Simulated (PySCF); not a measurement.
PySCF input (CCSD(T)/cc-pVDZ):

```python
from pyscf import gto, scf, mp, cc as ccmod

mol = gto.M(
    atom='''
    F    -0.04514898    1.56520838    0.01877883
    C    -0.00856108    0.29679236    0.00356081
    Cl    1.45882399   -0.42502430   -0.00382508
    Cl   -1.43190004   -0.50836567   -0.00737341
    ''',
    basis='cc-pvdz',
    charge=1,
    spin=0,
    verbose=4,
)

mf = scf.RHF(mol)
mf.conv_tol = 1e-10
mf.max_cycle = 100
mf.kernel()
mp2 = mp.MP2(mf, frozen=12).run()
cc = ccmod.CCSD(mf, frozen=12)
cc.max_cycle = 100
cc.kernel()
et = cc.ccsd_t()
print(f'E(CCSD(T)) = {cc.e_tot + et:.9f}')
```

Output:

```
PySCF version 2.14.0

[INPUT] verbose = 4
[INPUT] num. atoms = 4
[INPUT] num. electrons = 48
[INPUT] charge = 1
[INPUT] spin (= nelec alpha-beta = 2S) = 0
[INPUT] symmetry False subgroup None
[INPUT] Mole.unit = angstrom
[INPUT] Symbol           X                Y                Z      unit          X                Y                Z       unit  Magmom
[INPUT]  1 F     -0.045148980000   1.565208380000   0.018778830000 AA   -0.085319207003   2.957815166074   0.035486845640 Bohr   0.0
[INPUT]  2 C     -0.008561080000   0.296792360000   0.003560810000 AA   -0.016178096530   0.560856276263   0.006728955682 Bohr   0.0
[INPUT]  3 Cl     1.458823990000  -0.425024300000  -0.003825080000 AA    2.756777805045  -0.803179523285  -0.007228353605 Bohr   0.0
[INPUT]  4 Cl    -1.431900040000  -0.508365670000  -0.007373410000 AA   -2.705898913354  -0.960671887431  -0.013933725504 Bohr   0.0

nuclear repulsion = 206.32180323745
number of shells = 20
number of NR pGTOs = 134
number of NR cGTOs = 64
basis = cc-pvdz
ecp = {}

******** <class 'pyscf.scf.hf.RHF'> ********
method = RHF
initial guess = minao
damping factor = 0
level_shift factor = 0
DIIS = <class 'pyscf.scf.diis.CDIIS'>
diis_start_cycle = 1
diis_space = 8
diis_damp = 0
SCF conv_tol = 1e-10
SCF conv_tol_grad = None
SCF max_cycles = 100
direct_scf = True
direct_scf_tol = 1e-13
Set gradient conv threshold to 1e-05
Initial guess from minao.
init E= -1057.23581900209
  HOMO = -0.414357588707223  LUMO = 0.00517052820041641  gap/eV = 11.41594
cycle= 1 E= -1055.69780147423  delta_E= 1.54  |g|= 0.98  |ddm|= 1.96
  HOMO = -0.783127921049684  LUMO = -0.421032170465734  gap/eV = 9.85313
cycle= 2 E= -1055.8102956456  delta_E= -0.112  |g|= 0.795  |ddm|= 1.23
  HOMO = -0.751850033016052  LUMO = -0.246766691334316  gap/eV = 13.74402
cycle= 3 E= -1055.9482340484  delta_E= -0.138  |g|= 0.0572  |ddm|= 0.511
  HOMO = -0.735598990846367  LUMO = -0.22534276757093  gap/eV = 13.88478
cycle= 4 E= -1055.94956602636  delta_E= -0.00133  |g|= 0.0179  |ddm|= 0.0848
  HOMO = -0.739173516692896  LUMO = -0.226002402075595  gap/eV = 13.96410
cycle= 5 E= -1055.94975908053  delta_E= -0.000193  |g|= 0.00561  |ddm|= 0.0321
  HOMO = -0.73967889582176  LUMO = -0.225884729185689  gap/eV = 13.98105
cycle= 6 E= -1055.94977893479  delta_E= -1.99e-05  |g|= 0.0026  |ddm|= 0.00924
  HOMO = -0.739461540811916  LUMO = -0.225914942449807  gap/eV = 13.97431
cycle= 7 E= -1055.94978247471  delta_E= -3.54e-06  |g|= 0.000717  |ddm|= 0.00385
  HOMO = -0.739455406928736  LUMO = -0.225781460735917  gap/eV = 13.97778
cycle= 8 E= -1055.94978301945  delta_E= -5.45e-07  |g|= 0.00018  |ddm|= 0.00179
  HOMO = -0.73942909805554  LUMO = -0.225769333011043  gap/eV = 13.97739
cycle= 9 E= -1055.94978304918  delta_E= -2.97e-08  |g|= 5.58e-05  |ddm|= 0.000404
  HOMO = -0.739427342458258  LUMO = -0.225772928894269  gap/eV = 13.97725
cycle= 10 E= -1055.94978305215  delta_E= -2.98e-09  |g|= 1.58e-05  |ddm|= 0.000138
  HOMO = -0.739427649757966  LUMO = -0.225773163881565  gap/eV = 13.97725
cycle= 11 E= -1055.94978305236  delta_E= -2.01e-10  |g|= 4.27e-06  |ddm|= 3.4e-05
  HOMO = -0.739427706297872  LUMO = -0.225773343051254  gap/eV = 13.97725
cycle= 12 E= -1055.94978305237  delta_E= -1.34e-11  |g|= 1.22e-06  |ddm|= 9.7e-06
  HOMO = -0.739427667729106  LUMO = -0.225773077314557  gap/eV = 13.97725
Extra cycle  E= -1055.94978305237  delta_E= -1.14e-12  |g|= 6.17e-07  |ddm|= 1.47e-06
converged SCF energy = -1055.94978305237

******** <class 'pyscf.mp.mp2.RMP2'> ********
nocc = 12, nmo = 52
frozen orbitals 12
E(RMP2) = -1056.5338506339  E_corr = -0.584067581532586
E(SCS-RMP2) = -1056.50953333862  E_corr = -0.559750286252083
E_corr(same-spin) = -0.162843244138869
E_corr(oppo-spin) = -0.421224337393717

******** <class 'pyscf.cc.ccsd.CCSD'> ********
CC2 = 0
CCSD nocc = 12, nmo = 52
frozen orbitals 12
max_cycle = 100
direct = 0
conv_tol = 1e-07
conv_tol_normt = 1e-05
diis_space = 6
diis_start_cycle = 0
diis_start_energy_diff = 1e+09
Init t2, MP2 energy = -1056.53385064721  E_corr(MP2) -0.584067594839833
Init E_corr(CCSD) = -0.584067594839977
cycle = 1  E_corr(CCSD) = -0.587292004598897  dE = -0.00322440976  norm(t1,t2) = 0.0778623
cycle = 2  E_corr(CCSD) = -0.60499414542021  dE = -0.0177021408  norm(t1,t2) = 0.0258541
cycle = 3  E_corr(CCSD) = -0.604263746253842  dE = 0.000730399166  norm(t1,t2) = 0.0156299
cycle = 4  E_corr(CCSD) = -0.606931171200746  dE = -0.00266742495  norm(t1,t2) = 0.00660973
cycle = 5  E_corr(CCSD) = -0.606880514106245  dE = 5.06570945e-05  norm(t1,t2) = 0.00136883
cycle = 6  E_corr(CCSD) = -0.60674276017267  dE = 0.000137753934  norm(t1,t2) = 0.000688001
cycle = 7  E_corr(CCSD) = -0.606725520109491  dE = 1.72400632e-05  norm(t1,t2) = 0.000141078
cycle = 8  E_corr(CCSD) = -0.606734945147039  dE = -9.42503755e-06  norm(t1,t2) = 7.40659e-05
cycle = 9  E_corr(CCSD) = -0.606735810824672  dE = -8.65677633e-07  norm(t1,t2) = 3.19712e-05
cycle = 10  E_corr(CCSD) = -0.606734794943007  dE = 1.01588167e-06  norm(t1,t2) = 1.00469e-05
cycle = 11  E_corr(CCSD) = -0.60673509162613  dE = -2.96683123e-07  norm(t1,t2) = 2.63049e-06
cycle = 12  E_corr(CCSD) = -0.606734814019495  dE = 2.77606634e-07  norm(t1,t2) = 8.66744e-07
cycle = 13  E_corr(CCSD) = -0.606734786085335  dE = 2.79341607e-08  norm(t1,t2) = 3.15409e-07
CCSD converged
E(CCSD) = -1056.556517838455  E_corr = -0.6067347860853347
CCSD(T) correction = -0.0195750348512333
E(CCSD(T)) = -1056.576092873
```
